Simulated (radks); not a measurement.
Values are calculated unless marked as measured or tabulated.
Q: These are the eigenvalues of the occupied orbitals of an atom or ion with whole-number occupations (eV). Level of theory: non-relativistic Kohn-Sham, exchange-only PBE, spin-polarised, spherical densities, point nucleus (a radial shooting solver on a logarithmic mesh with Libxc functionals).

1s: -35578.92
2s: -5480.550
2p: -5172.035
3s: -1164.481
3p: -1032.522
3d: -786.8982
4s: -235.9974
4p: -187.8407
4d: -104.1224
5s: -42.1024
5p: -29.5851

Which element is it, and in what charge state? The configuration may be excited. Open shells, if any, are filled with parallel spins first.

A: Z = 56, barium, charge +2: Ba2+ in [Xe]. The list shows which subshells hold electrons but not how many an open one holds; the 1s level, -1307.5 hartree, gives Z - s = 51.1 by -(Z - s)^2/2, which with screening narrows Z to a few neighbours, and the depths of the outer levels then fix element, charge and occupations together.
